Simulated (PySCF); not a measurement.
**Working out the ionisation energy of C+**

C+ [He] 2s2 2p1 (2P) → C(2+) [He] 2s2 (1S). Computed with PySCF 2.14 in aug-cc-pVDZ (4s3p2d, 23 functions), with the non-relativistic Hamiltonian (point nucleus). Frozen: 1s2. Energies in hartree (1 hartree = 27.21139 eV):

```csv
part,C+ (lower),C(2+) (upper)
UHF,-37.290253,-36.401652
CCSD correlation,-0.067257,-0.072007
(T),-0.000686,0.000000
```

Question: What does Hartree-Fock give?

Answer: (-36.401652) − (-37.290253) = 0.888601 hartree = 24.180 eV.

Question: What do CCSD and CCSD(T) give?

Answer: The CCSD correlation energies differ by -0.004750 hartree = -0.129 eV and the triples by 0.000686 hartree = 0.019 eV, so CCSD gives 24.051 eV and CCSD(T) 24.070 eV.

Measured between the centres of the two terms (NIST): 24.378 eV, so CCSD(T) (valence) is off by -0.308 eV.

A double-zeta basis recovers only part of the correlation energy.

The coupled-cluster amplitudes are large, so a single reference is strained.

What remains against the reference includes basis incompleteness, the frozen core and higher excitations.
